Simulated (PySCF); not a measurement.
C₄H₈ClF.

```xyz
14

C     -3.1265    -0.2531     0.1939
C     -1.7088    -0.8197     0.1513
C     -0.6390     0.2753     0.1815
C      0.7664    -0.2820     0.1235
F      0.9466    -0.9956    -1.0257
Cl     1.9904     1.0455     0.1807
H     -3.3154     0.4101    -0.6661
H     -3.2953     0.3370     1.1098
H     -3.8797    -1.0557     0.1691
H     -1.5702    -1.4258    -0.7587
H     -1.5546    -1.5049     1.0043
H     -0.7285     0.8812     1.0976
H     -0.7643     0.9634    -0.6711
H      0.9987    -0.9418     0.9735
```
Charge 0, spin multiplicity 1.

The structure is a stationary point at B3LYP-D3(BJ)/def2-SVP. The structure was generated by enumeration; whether it is a known compound was not checked. One conformer was computed; it need not be the lowest.

These are PBE/pcSseg-1 in PySCF values and carry that method's errors. Non-relativistic, no solvent.

Computed absolute GIAO shielding of each atom: isotropic value and principal components (ppm):
```json
[
 {"atom": "C1", "σ(iso)": "163.5", "σ11": "152.6", "σ22": "156.0", "σ33": "182.0", "span": "29.4"},
 {"atom": "C2", "σ(iso)": "155.5", "σ11": "143.8", "σ22": "158.0", "σ33": "164.8", "span": "20.9"},
 {"atom": "C3", "σ(iso)": "131.2", "σ11": "104.2", "σ22": "126.2", "σ33": "163.2", "span": "59.0"},
 {"atom": "C4", "σ(iso)": "62.8", "σ11": "23.4", "σ22": "68.9", "σ33": "95.9", "span": "72.5"},
 {"atom": "F5", "σ(iso)": "303.2", "σ11": "249.6", "σ22": "295.8", "σ33": "364.1", "span": "114.5"},
 {"atom": "Cl6", "σ(iso)": "641.9", "σ11": "332.3", "σ22": "570.8", "σ33": "1022.7", "span": "690.4"},
 {"atom": "H7", "σ(iso)": "30.2", "σ11": "26.2", "σ22": "28.6", "σ33": "35.9", "span": "9.7"},
 {"atom": "H8", "σ(iso)": "30.3", "σ11": "26.5", "σ22": "28.5", "σ33": "36.0", "span": "9.5"},
 {"atom": "H9", "σ(iso)": "29.9", "σ11": "25.5", "σ22": "27.3", "σ33": "36.9", "span": "11.4"},
 {"atom": "H10", "σ(iso)": "29.6", "σ11": "24.4", "σ22": "30.6", "σ33": "33.8", "span": "9.4"},
 {"atom": "H11", "σ(iso)": "30.0", "σ11": "25.2", "σ22": "29.9", "σ33": "34.9", "span": "9.7"},
 {"atom": "H12", "σ(iso)": "29.6", "σ11": "25.1", "σ22": "31.3", "σ33": "32.4", "span": "7.3"},
 {"atom": "H13", "σ(iso)": "29.3", "σ11": "25.6", "σ22": "30.4", "σ33": "31.8", "span": "6.2"},
 {"atom": "H14", "σ(iso)": "25.0", "σ11": "22.0", "σ22": "25.6", "σ33": "27.3", "span": "5.4"}
]
```
